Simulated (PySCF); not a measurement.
**Cost of excited-state runs on `[C](#C)[Ge@H]([CH3])[CH2]C([NH])=S`, C₅H₈GeNS, doublet**

Molfile (atoms numbered from 1):
```
C5H8GeNS
     RDKit          3D

 16 15  0  0  0  0  0  0  0  0999 V2000
    1.5126    2.5573   -0.2375 C   0  0  0  0  0  0  0  0  0  0  0  0
    1.1538    1.4439    0.0412 C   0  0  0  0  0  0  0  0  0  0  0  0
    0.5871   -0.3327    0.4141 Ge  0  0  2  0  0  4  0  0  0  0  0  0
    1.8654   -1.5844   -0.4500 C   0  0  0  0  0  0  0  0  0  0  0  0
   -1.1945   -0.6411   -0.4457 C   0  0  0  0  0  0  0  0  0  0  0  0
   -2.1400    0.2731    0.2309 C   0  0  0  0  0  0  0  0  0  0  0  0
   -1.7095    0.9572    1.2031 N   0  0  0  0  0  2  0  0  0  0  0  0
   -3.7620    0.3326   -0.3562 S   0  0  0  0  0  0  0  0  0  0  0  0
    1.8277    3.5354   -0.4682 H   0  0  0  0  0  0  0  0  0  0  0  0
    0.5636   -0.5441    1.8998 H   0  0  0  0  0  0  0  0  0  0  0  0
    1.5804   -2.6166   -0.2657 H   0  0  0  0  0  0  0  0  0  0  0  0
    2.8678   -1.4323   -0.0609 H   0  0  0  0  0  0  0  0  0  0  0  0
    1.8908   -1.4211   -1.5242 H   0  0  0  0  0  0  0  0  0  0  0  0
   -1.5255   -1.6745   -0.3342 H   0  0  0  0  0  0  0  0  0  0  0  0
   -1.1610   -0.4287   -1.5156 H   0  0  0  0  0  0  0  0  0  0  0  0
   -2.3643    1.5850    1.6603 H   0  0  0  0  0  0  0  0  0  0  0  0
  1  2  3  0
  2  3  1  0
  3  4  1  0
  3  5  1  0
  5  6  1  0
  6  7  1  0
  6  8  2  0
  1  9  1  0
  3 10  1  1
  4 11  1  0
  4 12  1  0
  4 13  1  0
  5 14  1  0
  5 15  1  0
  7 16  1  0
M  RAD  1   7   2
M  END
```

PySCF with density fitting, on 1 thread of an Arm Neoverse V2, shared host. Command: `OMP_NUM_THREADS=1 python excited_run.py task.json out`

How long does each of these runs take, and how much memory?
- open-shell absorption, PBE0/def2-SVP; 10 states; Tamm-Dancoff
- open-shell absorption, PW91/def2-SVP; 10 states; Tamm-Dancoff; level shift 0.2 Eh; SCF tolerance 1e-06 Eh


```
                  run          level  basis functions  wall time  peak memory (GiB)
open-shell absorption  PBE0/def2-SVP              174       72 s                0.7
open-shell absorption  PW91/def2-SVP              174       59 s               0.62
```
Times from a shared host are rough.
